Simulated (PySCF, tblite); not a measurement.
Species: C2H7NOSi.
Atom-mapped SMILES: `[NH2:1][CH2:2][SiH2:3][CH:4]=[O:5]` (hydrogens: H6, H7 on N1; H8, H9 on C2; H10, H11 on Si3; H12 on C4)

Cartesian coordinates in Å at the GFN2-xTB level; atoms count from 1:
```
atom  x, y, z in Å
N1    -1.4300    0.6748    0.5179
C2    -0.9917   -0.2312   -0.5395
Si3    0.7607   -0.8542   -0.0956
C4     1.8381    0.7163    0.1376
O5     2.9680    0.8341   -0.2646
H6    -2.3053    1.1255    0.2714
H7    -1.5822    0.1617    1.3791
H8    -0.9680    0.3396   -1.4710
H9    -1.6836   -1.0704   -0.7056
H10    1.3140   -1.7160   -1.1385
H11    0.7150   -1.5430    1.2005
H12    1.3662    1.5621    0.6823
```

Level of theory: B3LYP/def2-SVPD in PySCF (dipole) on a GFN2-xTB geometry, gas phase.

Take the most abundant isotopes and a rigid rotor. The values belong to one conformer with, in the numbering `[NH2:1][CH2:2][SiH2:3][CH:4]=[O:5]`, H–N1–C2–Si3 173° and -68°, N1–C2–Si3–C4 -56°, C2–Si3–C4–O5 -139°.

Q: Give the principal moments of inertia and the rotational constants in cm⁻¹.

A: Ia = 68.07, Ib = 235.78, Ic = 277.22 u·Å²; 505379 MHz·u·Å²/I gives 7424, 2143 and 1823 MHz, that is A = 0.24764, B = 0.07150, C = 0.06081 cm⁻¹.

Q: What kind of rotor is it?

A: An asymmetric top; Ray's κ = -0.886.

Q: Is it planar, by Δ = Ic − Ia − Ib?

A: Not planar: Δ = Ic − Ia − Ib = -26.64 u·Å². For a rigid frame Δ = −2 Σ m c², so Σ m c² = 13.32 u·Å² lies off the ab plane: 7.31 from hydrogen and 6.01 from heavier atoms. The atom farthest from that plane is 1.60 Å away.

Q: Give the other two planar moments, Paa and Pbb, and the rms extents of the mass along the axes.

A: Paa = Σ m a² = (Ib + Ic − Ia)/2 = 222.46 and Pbb = Σ m b² = (Ia + Ic − Ib)/2 = 54.75 u·Å². With the mass M = 89.03 u, the rms extents √(P/M) along a, b and c are 1.58, 0.78, 0.39 Å.

Q: List the rotational levels J(Ka,Kc) to J = 2 (MHz).

A: Above 0(0,0):
J = 1: 1(0,1) 3966, 1(1,1) 9247, 1(1,0) 9567
J = 2: 2(0,2) 11885, 2(1,2) 16860, 2(1,1) 17821, 2(2,1) 33662, 2(2,0) 33676

Q: Which lines would a microwave search look for?

A: The dipole components are |μa| = 4.02 D, |μb| = 0.48 D, |μc| = 0.35 D. Intensities carry the squares of the components, which stand as 1.00 : 0.01 : 0.01 (a : b : c). Some lines, for components of 0.1 D or more:

```csv
type,branch,"J(Ka,Kc)",MHz,lower level (cm⁻¹)
a,Q,"3(1,2) ← 3(1,3)",1922,0.943
b,Q,"1(1,0) ← 1(0,1)",5601,0.132
a,R,"2(0,2) ← 1(0,1)",7919,0.132
a,R,"2(1,1) ← 1(1,0)",8253,0.319
b,Q,"5(2,3) ← 5(1,4)",14466,2.243
b,Q,"2(2,1) ← 2(1,2)",16803,0.562
a,R,"5(0,5) ← 4(0,4)",19558,1.316
a,R,"5(4,1) ← 4(4,0)",19864,4.227
a,R,"5(3,2) ← 4(3,1)",19885,2.958
a,R,"5(1,4) ← 4(1,3)",20567,1.557
b,Q,"3(3,1) ← 3(2,2)",27212,1.520
b,Q,"4(3,2) ← 4(2,3)",27250,2.049
b,Q,"5(3,3) ← 5(2,4)",27326,2.709
b,Q,"5(4,1) ← 5(3,2)",38036,3.621
b,R,"4(3,1) ← 3(2,2)",43108,1.520
```

Q: Estimate the classical rotational partition function at 10 K, 100 K and 298.15 K.

A: Point group C1, symmetry number σ = 1; q = (√π/σ)·√((kT/h)³/(ABC)), k/h = 20836.6 MHz/K: 990 at 10 K, 31300 at 100 K, 161000 at 298.15 K.

Its GFN2-xTB frequencies are all real (lowest 48 cm⁻¹). Zero-point vibration and centrifugal distortion are left out. A rigid rotor knows nothing of inversion at nitrogen, which can split or shift real lines. Quadrupole hyperfine structure (14N) is left out.
